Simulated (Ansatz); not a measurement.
Geometry optimisation, RKS r2SCAN-D4/STO-3G (Ansatz 0.2.0).

Input:

```yaml
crystal:
  periodic: [false, false, false]
  atoms:
    - { symbol: "N", position_ang: [-1.6036, -0.9274, 0.5318] }
    - { symbol: Si, position_ang: [-0.3618, -0.1451, -0.3318] }
    - { symbol: C, position_ang: [1.06, -1.2687, -0.562] }
    - { symbol: F, position_ang: [0.7541, -2.3969, -1.1826] }
    - { symbol: Si, position_ang: [0.4855, 1.7819, 0.6457] }
    - { symbol: Cl, position_ang: [-1.0142, 3.1778, 0.9387] }
    - { symbol: H, position_ang: [-1.8685, -1.7543, 0.0568] }
    - { symbol: H, position_ang: [-2.4475, -0.2824, 0.4499] }
    - { symbol: H, position_ang: [-0.9469, 0.2205, -1.6042] }
    - { symbol: H, position_ang: [1.5358, -1.5667, 0.431] }
    - { symbol: H, position_ang: [1.866, -0.8211, -1.1443] }
    - { symbol: H, position_ang: [1.5306, 2.4255, -0.1927] }
    - { symbol: H, position_ang: [1.0309, 1.5221, 1.9786] }
basis:
  gaussian: { orbitals: STO-3G }
hamiltonian:
  xc: r2scan
  dispersion: d4
relax:
  f_tol: 0.015
  max_steps: 40
output:
  orbitals: {}
```

Run as:

```bash
$ ansatz run input.yaml --threads 1 --pin off --max-ram 2048MiB --backend cpu --events-out ev --progress --plain --runs-dir out
```

Where does it end, and by what steps?

It converged. Limits of this set-up: minimal basis. After 11 steps the energy has fallen by 0.807 eV; H8 moved furthest, 0.29 Å.

| step | energy less start (eV) | largest force component (eV/Å) | accepted |
| --- | --- | --- | --- |
| 0 | 0.0000 | 4.804 | yes |
| 1 | -0.7240 | 1.099 | yes |
| 2 | -0.7811 | 0.370 | yes |
| 3 | -0.8002 | 0.247 | yes |
| 4 | -0.8046 | 0.043 | yes |
| 5 | -0.8059 | 0.032 | yes |
| 6 | -0.8066 | 0.040 | yes |
| 7 | -0.8069 | 0.024 | yes |
| 8 | -0.8071 | 0.019 | yes |
| 9 | -0.8072 | 0.018 | yes |
| 10 | -0.8073 | 0.016 | yes |
| 11 | -0.8074 | 0.012 | yes |

```xyz
13
Properties=species:S:1:pos:R:3
N -1.537 -0.856 0.654
Si -0.309 -0.093 -0.403
C 1.112 -1.364 -0.610
F 0.744 -2.474 -1.406
Si 0.434 1.782 0.636
Cl -1.171 3.146 0.863
H -1.939 -1.676 0.128
H -2.363 -0.202 0.714
H -0.782 0.255 -1.739
H 1.433 -1.718 0.398
H 2.000 -0.860 -1.062
H 1.448 2.483 -0.128
H 0.950 1.543 1.970
```

Run time: 85 s on 1 thread of Arm Neoverse V1, with other jobs on the host, peak memory 0.21 GiB.
